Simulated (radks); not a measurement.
Values are calculated unless marked as measured or tabulated.
Initial-state core-level shifts of the gadolinium ion Gd+ when its valence configuration changes from [Xe] 4f7 5d1 6s1. Level of theory: scalar-relativistic Kohn-Sham, PBE, spin-polarised, spherical densities, point nucleus; open shells are filled with parallel spins first (spin-orbit coupling, left out, can overturn this in heavy ions) (a radial shooting solver on a logarithmic mesh with Libxc functionals). Shifts are changes of the shell-averaged eigenvalues in eV (positive: less bound).

| valence | 2p | 4s | 4p | 4d |
|---|---|---|---|---|
| 4f7 5d1 6s0.5 6p0.5 | -0.626 | -0.627 | -0.628 | -0.628 |
| 4f6 5d2 6s0.5 6p0.5 | -8.763 | -9.281 | -9.054 | -8.686 |
| 4f7 6s2 | -2.528 | -2.471 | -2.484 | -2.508 |
| 4f6 5d1 6s1.5 6p0.5 | -11.525 | -11.974 | -11.753 | -11.400 |
| 4f7 5d2 | +2.143 | +2.109 | +2.118 | +2.135 |
| 4f7 5d0.5 6s1.5 | -1.244 | -1.219 | -1.225 | -1.236 |
| 4f6 5d2 6s1 | -8.149 | -8.663 | -8.436 | -8.069 |
| 4f7.5 5d0.5 6s1 | +3.403 | +3.660 | +3.577 | +3.437 |
| 4f7 5d1 6p1 | -1.243 | -1.246 | -1.247 | -1.248 |
